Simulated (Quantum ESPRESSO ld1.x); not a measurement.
Results of a calculation; reference values are marked as such.
Task: The mean radii <r> (bohr) of the occupied orbitals of an atom or ion are listed with their occupations. Code: ld1.x of Quantum ESPRESSO 7.5. Model: non-relativistic Kohn-Sham, LDA (Slater exchange, VWN5 correlation), spin-polarised, spherical densities, point nucleus.

| orbital | occ. | <r> |
|---|---|---|
| 1s | 2 | 0.01893 |
| 2s | 2 | 0.07970 |
| 2p | 6 | 0.06732 |
| 3s | 2 | 0.2010 |
| 3p | 6 | 0.1913 |
| 3d | 10 | 0.1669 |
| 4s | 2 | 0.4416 |
| 4p | 6 | 0.4451 |
| 4d | 10 | 0.4517 |
| 4f | 14 | 0.4716 |
| 5s | 2 | 0.9996 |
| 5p | 6 | 1.083 |
| 5d | 10 | 1.427 |
| 7s | 2 | 7.056 |

Name the element and its charge. Open shells, if any, are filled with parallel spins first.

Result: Z = 80, mercury, charge 0: Hg in [Xe] 4f14 5d10 7s2. The 1s radius gives Z: for a bare nucleus <r> = 1.5/Z, 0.01875 bohr for Z = 80, and screening makes it slightly larger (0.01893 here). The occupations add up to 80, and the charge is Z minus that.
